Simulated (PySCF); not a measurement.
# NMR data sheet: C$_{4}$H$_{9}$NOSi

```yaml
Formula: C4H9NOSi
SMILES: C=C(C)[SiH2]NC=O
Point_group_of_the_computed_structure: C1
Degrees_of_unsaturation: 2
Carbon_signals: 4
Proton_signals: 6
```

Bonds (- single, = double, # triple, : aromatic): C1=C2, C2-C3, C2-Si4, Si4-N5, N5-C6, C6=O7. C1 carries H8, H9; C3 carries H10, H11, H12; Si4 carries H13, H14; N5 carries H15; C6 carries H16. H9 is cis to C3; H8 is trans to C3.

- GIAO PBE0/pcSseg-1 shieldings
- GFN2-xTB structure
- run in PySCF
- non-relativistic, one computed conformer, equivalent nuclei averaged, no solvent model

Referencing at the same level of theory: TMS for ¹H and ¹³C and ²⁹Si; ¹⁵N against NH3; ¹⁷O vs H2O.

| carbon | δC, type | δH (multiplicity) | HMBC from (2–3 bonds) | span of the C tensor (ppm) |
| --- | --- | --- | --- | --- |
| C1 | 130.8, CH2 | H8 5.43 (br s); H9 6.10 (br s) | H13/H14, H10/H11/H12 | 206 |
| C2 | 150.4, C | – | H9, H8, H13/H14, H10/H11/H12 | 256 |
| C3 | 26.8, CH3 | 2.04 (s) | H9, H8, H13/H14 | 41 |
| C6 | 167.9, CH | 8.49 (s) | H13/H14 | 168 |

Other nuclei:
| atoms | nucleus | environment | δ (ppm) | σ (ppm) |
| --- | --- | --- | --- | --- |
| H13/H14 | ¹H | hydrogen on a silicon bonded to C, N | 5.09 | 26.63 |
| H15 | ¹H | hydrogen on an amide-type nitrogen | 4.56 | 27.15 |
| Si4 | ²⁹Si | silicon bonded to C, N, 2 H | -48.8 | 398.0 |
| N5 | ¹⁵N | amide-type nitrogen | 120.5 | 147.2 |
| O7 | ¹⁷O | amide-type carbonyl oxygen | 452.8 | -116.7 |

Carbon types of the structure: 1 × C, 1 × CH, 1 × CH2, 1 × CH3, leaving 3 H on heteroatoms. δC 167.9: amide carbonyl carbon; it is a carbonyl in resonance with an O or N lone pair, the region of acids, esters and amides. δC 150.4: fully substituted alkene carbon; an sp2 carbon of a C=C bond. δC 130.8: terminal =CH2 carbon; the olefinic region. δH 4.56: hydrogen on an amide-type nitrogen; exchangeable; this is the value without hydrogen bonding to other molecules. δH 2.04: hydrogen on an allylic methyl carbon; allylic position.

OH and NH positions are those of a molecule without intermolecular hydrogen bonds; in solution they move with solvent, concentration and temperature, and exchange usually removes their couplings. Shifts are as computed. Against solution values, carbons near 30 ppm lie about +3 ppm off and those near 130 ppm about +5 ppm. Of 1309 compounds with measured shifts, 239 miss one by over three times the rms of a fit or turn the order of signals round; such compounds aren't used in these exercises. Hydrogen bonding in solution shields acid and N–H amide carbonyl oxygens by tens of ppm. The C=O carbon of an acid or of an amide with N–H lies up to 10 ppm further downfield in solution, through hydrogen bonding that the calculation lacks. Unscaled 17O shifts of doubly bonded oxygen tend to come out too high, by tens of ppm or more. Experimental scales use liquid or dissolved standards, which lie at an offset from isolated NH3 (liquid NH3: subtract about 20 ppm) and H2O (liquid H2O: subtract about 36 ppm). Multiplicities follow the n + 1 count of equivalent neighbours, as no J values were calculated; m marks all less simple cases, F and P coupling included.
